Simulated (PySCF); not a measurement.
Unrelated species, one level of theory. Computed with PySCF 2.14.0, density-fitted response routines, TDDFT PBE0/def2-SVPD, vertical, gas phase, core orbitals frozen in the response. Geometries: GFN2-xTB; one conformer of each isolated species. Triplets are in the Tamm–Dancoff approximation.

Question: Rank by computed HOMO–LUMO gap, highest first.
A. `C=C/N=C\C(F)(F)F`
B. `N#C[Si@H]1C[Si@H](O[SiH3])C1`
C. `[Si@H]1(P)N[SiH2]CC1`
D. `COCc1cscn1`

Answer: B (7.52 eV), C (7.24 eV), D (6.24 eV), A (5.57 eV).

| SMILES | gap (eV) | first f ≥ 0.01 (nm) | f (S1) | HOMO (eV) | α (au) | LUMO (eV) | S1 mainly |
| --- | --- | --- | --- | --- | --- | --- | --- |
| N#C[Si@H]1C[Si@H](O[SiH3])C1 | 7.52 | 190 | 0.001 | -8.36 | 113.8 | -0.84 | H-1→L (90%) |
| P[Si@@H]1CC[SiH2]N1 | 7.24 | 197 | 0.003 | -7.06 | 107.8 | 0.18 | H→L (82%) |
| COCc1cscn1 | 6.24 | 227 | 0.003 | -7.27 | 85.8 | -1.03 | H-2→L (54%) |
| C=C/N=C\C(F)(F)F | 5.57 | 308 | 0.015 | -7.73 | 63.9 | -2.16 | H→L (57%) |

H and L stand for HOMO and LUMO.

- `N#C[Si@H]1C[Si@H](O[SiH3])C1`: Löwdin shares by element: HOMO (one of a set within 0.03 eV) carbon 39% or more, oxygen 20%, silicon 15% or more (atoms not listed hold the other 27%); LUMO carbon 28% or more, silicon 23% or more, nitrogen 18% (atoms not listed hold the other 31%).
- `P[Si@@H]1CC[SiH2]N1`: Löwdin shares by element: HOMO nitrogen 40%, phosphorus 18%, silicon 13% or more, hydrogen 8% or more (atoms not listed hold the other 22%); LUMO silicon 28%, phosphorus 28%, hydrogen 8% or more (atoms not listed hold the other 36%).
- `COCc1cscn1`: Löwdin shares by element: HOMO carbon 59% or more, oxygen 14% (atoms not listed hold the other 28%); LUMO carbon 42% or more, sulfur 25%, nitrogen 13% (atoms not listed hold the other 20%).
- `C=C/N=C\C(F)(F)F`: Löwdin shares by element: HOMO carbon 56% or more, nitrogen 29%; LUMO carbon 57% or more, nitrogen 23% (atoms not listed hold the other 21%).
